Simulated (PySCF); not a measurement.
C₆H₄NS (charge +1).
SMILES with atom numbers: `[N:1]#[C:2][c:3]1[cH:4][cH:5][cH:6][s+:7][cH:8]1` (hydrogens: H9 on C4; H10 on C5; H11 on C6; H12 on C8)

Structure used (GFN2-xTB), in Å, numbered top down from 1:
```
atom  x, y, z in Å
N1     3.3730   -0.9803   -0.1514
C2     2.3032   -0.5876   -0.0813
C3     0.9603   -0.1087    0.0023
C4    -0.0901   -0.9935   -0.2764
C5    -1.4224   -0.6033   -0.2165
C6    -1.8176    0.6714    0.1180
S7    -0.7616    1.9373    0.4994
C8     0.7558    1.2137    0.3552
H9     0.1542   -2.0120   -0.5462
H10   -2.1871   -1.3341   -0.4433
H11   -2.8654    0.9353    0.1541
H12    1.5988    1.8611    0.5601
```

The closed-shell SCF was solved with PySCF and density fitting under several settings on one GFN2-xTB geometry (grid level 2 and gas phase unless stated).

```
                             settings  basis functions  SCF cycles     E (Eh)  HOMO (eV)  LUMO (eV)
                        PBE0/pcSseg-1              163          15  -683.1349     -13.63      -8.63
                       PBE0/def2-SVPD              199          15  -682.8729     -13.60      -8.57
        OPBE/6-31G*, IEF-PCM methanol              124          16  -683.6055      -8.38      -4.71
B97-D/aug-cc-pVDZ, start guess huckel              224          17  -683.5000     -12.36      -9.17
```

Estimate the rows for these settings: (1) B3LYP/aug-pcSseg-1, start guess vsap; (2) B3LYP/pcSseg-1.

```json
{"settings": "B3LYP/aug-pcSseg-1, start guess vsap", "basis functions": "251", "SCF cycles": "15", "E (Eh)": "-683.6519", "HOMO (eV)": "-13.30", "LUMO (eV)": "-8.68"}
{"settings": "B3LYP/pcSseg-1", "basis functions": "163", "SCF cycles": "14", "E (Eh)": "-683.6394", "HOMO (eV)": "-13.38", "LUMO (eV)": "-8.77"}
```

Over all rows, what range does the HOMO–LUMO gap span?

From 3.19 eV (B97-D/aug-cc-pVDZ, start guess huckel) to 5.03 eV (PBE0/def2-SVPD). The functional of the narrowest has no exact exchange, that of the widest 25 % exact exchange.

Compare two rows with the functional B3LYP: B3LYP/pcSseg-1 and B3LYP/aug-pcSseg-1, start guess vsap. Which energy is lower, and by how much?

B3LYP/aug-pcSseg-1, start guess vsap (251 functions) lies 0.0125 Eh or 7.8 kcal/mol below B3LYP/pcSseg-1 (163 functions).

B97-D ran without the empirical dispersion term, which would shift the total energy alone. Cycle counts include a coarse-grid stage where the run had one. All basis functions are spherical, in the Pople sets too. Geometry: GFN2-xTB; no vibrations or thermal averaging.
